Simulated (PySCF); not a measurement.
2-pyrimidin-2-yl-1,3,4-oxadiazole (C6H4N4O), SMILES c1cnc(-c2nnco2)nc1. Atoms are numbered in the order given.

```xyz
15

C      0.0588    -3.1466     0.0000
C     -1.1626    -2.4526     0.0000
N     -1.2290    -1.1166     0.0000
C     -0.0491    -0.4678     0.0000
C     -0.1119     1.0032     0.0000
N     -1.1682     1.7829     0.0000
N     -0.6950     3.0835     0.0000
C      0.6081     2.9952     0.0000
O      1.0570     1.7164     0.0000
N      1.1797    -1.0209     0.0000
C      1.2204    -2.3599     0.0000
H      0.1020    -4.2452     0.0000
H     -2.1253    -2.9949     0.0000
H      1.3487     3.8027     0.0000
H      2.2231    -2.8240     0.0000
```

Geometry: PBE-D3(BJ)/def2-SVP. Other conformers were not sampled.

All values below come from PBE-D3(BJ)/def2-SVP (PySCF).

No scaling factor is applied to the harmonic values.

### Question
Give all harmonic wavenumbers and intensities. (The exact figures need the calculation; the answer reports its results.)

### Answer

| mode | ν (cm⁻¹) | IR (km/mol) | moving atoms (share of kinetic energy) |
|---|---|---|---|
| 1 | 58 | 3.9 | N 48 %, O 25 %, C 21 % |
| 2 | 101 | 3.7 | C 56 %, N 33 %, H 10 % |
| 3 | 151 | 4.1 | C 43 %, N 38 %, O 11 %, H 8 % |
| 4 | 250 | 0.3 | C 42 %, N 37 %, O 11 %, H 10 % |
| 5 | 361 | 0.1 | C 45 %, N 39 %, O 13 % |
| 6 | 386 | 0.0 | N 51 %, C 30 %, H 18 % |
| 7 | 452 | 2.8 | N 47 %, C 30 %, O 19 % |
| 8 | 497 | 0.0 | C 56 %, H 27 %, N 9 % |
| 9 | 619 | 9.8 | C 49 %, N 46 % |
| 10 | 649 | 11.7 | N 48 %, H 21 %, C 20 %, O 11 % |
| 11 | 715 | 20.0 | C 53 %, N 24 %, H 13 %, O 10 % |
| 12 | 737 | 16.6 | C 61 %, N 32 % |
| 13 | 792 | 4.8 | H 66 %, C 23 %, N 11 % |
| 14 | 808 | 5.2 | H 62 %, C 33 % |
| 15 | 837 | 12.8 | C 70 %, N 18 %, H 11 % |
| 16 | 950 | 3.7 | N 55 %, C 20 %, O 18 % |
| 17 | 956 | 17.4 | O 53 %, N 27 %, C 17 % |
| 18 | 965 | 0.0 | H 70 %, C 29 % |
| 19 | 980 | 0.1 | H 66 %, C 34 % |
| 20 | 983 | 0.1 | N 69 %, C 28 % |
| 21 | 1036 | 21.6 | N 87 % |
| 22 | 1060 | 2.8 | C 63 %, H 31 % |
| 23 | 1076 | 1.6 | H 72 %, C 16 %, N 12 % |
| 24 | 1104 | 31.1 | C 50 %, O 35 %, H 10 % |
| 25 | 1135 | 13.8 | H 45 %, C 44 % |
| 26 | 1227 | 0.3 | H 40 %, C 30 %, N 23 % |
| 27 | 1252 | 6.3 | H 64 %, C 25 %, N 12 % |
| 28 | 1300 | 0.3 | C 62 %, N 37 % |
| 29 | 1344 | 6.8 | C 50 %, H 26 %, N 22 % |
| 30 | 1408 | 49.8 | C 40 %, H 37 %, N 23 % |
| 31 | 1425 | 58.7 | C 52 %, H 25 %, N 22 % |
| 32 | 1487 | 41.4 | C 57 %, N 31 %, H 10 % |
| 33 | 1554 | 37.1 | C 83 %, N 15 % |
| 34 | 1567 | 58.7 | C 80 %, N 15 % |
| 35 | 1588 | 88.8 | C 65 %, N 27 % |
| 36 | 3082 | 17.5 | H 92 %, C 8 % |
| 37 | 3083 | 17.6 | H 91 %, C 9 % |
| 38 | 3145 | 3.4 | H 91 %, C 9 % |
| 39 | 3217 | 2.6 | H 91 %, C 9 % |
